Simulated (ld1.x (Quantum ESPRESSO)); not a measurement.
**La (Z = 57): excitation energies, all-electron against TM**

lanthanum (La), norm-conserving Troullier–Martins (Kleinman–Bylander form), made with ld1.x (Quantum ESPRESSO) 7.5 (PW91, scalar-relativistic). Core [Xe], reference 4f0 5d2 6s1 6p0. Waves: 6s (bound): rc 3.80 bohr; 6p (bound, empty): rc 4.20 bohr; 5d (bound): rc 3.60 bohr; 4f (bound, empty): rc 1.60 bohr. Local part: all-electron potential smoothed inside 4.05 bohr (lloc = -1). Core correction: a·sin(br)/r model core inside 1.00 bohr.

Energies are relative to the spin-unpolarised reference configuration 4f0 5d2 6s1 6p0; without spin polarisation the order of configurations can differ from experiment. Not all tests gave a result: 1 of 7 tests not solved or not reliable. Left out of the table: 4f1 5d0 6s2 6p0 (pseudo-atom not self-consistent, printed error -39.5 eV).

```tsv
valence configuration	charge	ΔE all-electron (eV)	error AE − PS (meV)
4f0 5d1 6s1 6p0	+1	5.210	-66
4f0 5d1 6s0 6p0	+2	16.125	-158
4f1 5d0 6s1 6p0	+1	5.442	-811
4f0 5d0 6s2 6p1	0	1.524	-338
```

(1) What are ΔE and the potential's error for 4f0 5d1 6s2 6p0?

(2) What are ΔE and the potential's error for 4f0 5d2 6s0 6p0?

Results:

(1) ΔE = -0.797 eV all-electron; the error (AE − PS) is -58 meV.

(2) ΔE = 5.267 eV all-electron; the error (AE − PS) is -14 meV.

These tests converged, but a pseudo level misses the all-electron one widely, so the file describes the atom poorly there or has found another state: 4f1 5d0 6s1 6p0: 4f by 1.8 eV.
